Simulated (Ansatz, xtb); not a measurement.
## Two isomers of ClGeH4OSi

We compare I, `O[Si@H](Cl)[GeH2]`, a doublet, with II, `[SiH3][O][GeH][Cl]`, a doublet. Both are isolated molecules in the gas phase, relaxed with BLYP-D3(BJ)/def2-SVP; the shapes shown needn't be the lowest conformers.

I (Å):

```xyz
8

Cl    1.5001   -0.8047    1.6428
Ge   -0.7195   -0.6270   -1.2184
O     1.8095    1.4453   -0.5089
Si    0.6303    0.6038    0.3386
H    -0.1823    1.5240    1.2004
H     2.3963    2.0204    0.0202
H    -1.3374    0.2461   -2.3602
H     0.0545   -1.8267   -1.8510
```

II (Å):

```xyz
8

Cl    1.5543   -1.4774    2.2931
Ge    0.2627   -2.1360    0.5954
O    -0.0390   -0.6585   -0.3983
Si   -0.1477    0.9883   -0.0119
H    -0.8839    1.6523   -1.1330
H     1.2222    1.5828    0.1156
H    -0.8991    1.1893    1.2711
H     1.1505   -3.0561   -0.3546
```

Quicker runs give these differences E(II) − E(I): GFN2-xTB −34.62 kcal/mol; HF/STO-3G −1.28 kcal/mol (at GFN2-xTB geometries); r2SCAN-D4/def2-SVP −0.08 kcal/mol (at GFN2-xTB geometries).

Task: Estimate E(II) − E(I) at the level CCSD(T)/def2-SVP + ΔMP2/def2-TZVPP.

Result: Too close to call at this level: CCSD(T)/def2-SVP + ΔMP2/def2-TZVPP gives E(II) − E(I) = +0.77 kcal/mol.

Level by level:

```tsv
level	geometry	E(II) − E(I) (kcal/mol)	departure from the last row (kcal/mol)	job, with rough time for the two
GFN2-xTB	GFN2-xTB	−34.62	−35.39	optimisation, 0.22 s
HF/STO-3G	GFN2-xTB	−1.28	−2.05	single point, 0.58 s
r2SCAN-D4/def2-SVP	GFN2-xTB	−0.08	−0.85	single point, 4.1 s
BLYP-D3(BJ)/def2-SVP	BLYP-D3(BJ)/def2-SVP	−6.96	−7.73	optimisation, 98 s
HF/def2-SVP	BLYP-D3(BJ)/def2-SVP	−3.36	−4.14	part of the CCSD(T) run
MP2/def2-SVP	BLYP-D3(BJ)/def2-SVP	−1.93	−2.70	part of the CCSD(T) run
CCSD(T)/def2-SVP	BLYP-D3(BJ)/def2-SVP	−2.17	−2.94	single point
CCSD(T)/def2-SVP + ΔMP2/def2-TZVPP	BLYP-D3(BJ)/def2-SVP	+0.77		single point, 40 s
```

As drawn, II has 1 Ge–O, 1 Cl–Ge, 2 Si–H in place of 1 Cl–Si, 1 Ge–Si, 1 O–H, 1 Ge–H.

The largest departure from CCSD(T)/def2-SVP + ΔMP2/def2-TZVPP is that of GFN2-xTB, 35.39 kcal/mol. The last row adds to CCSD(T) the change of the MP2 difference between the two basis sets, here +2.94 kcal/mol.

With harmonic frequencies from BLYP-D3(BJ)/def2-SVP (ideal gas, rigid rotor, one conformer each, 298.15 K, 1 atm): on the last row, ΔE + ΔZPE = +0.08, ΔH = −0.22, ΔG = +0.02 kcal/mol.

Open shells are spin-unrestricted. The correlated steps freeze 20 core orbitals; the filled d shell of Ge is correlated, in a basis made for valence electrons. Codes used: Ansatz 0.2.0, xtb 6.7.1; the last row on 2 threads of Intel(R) Xeon(R) 6975P-C (Granite Rapids) on a shared host.
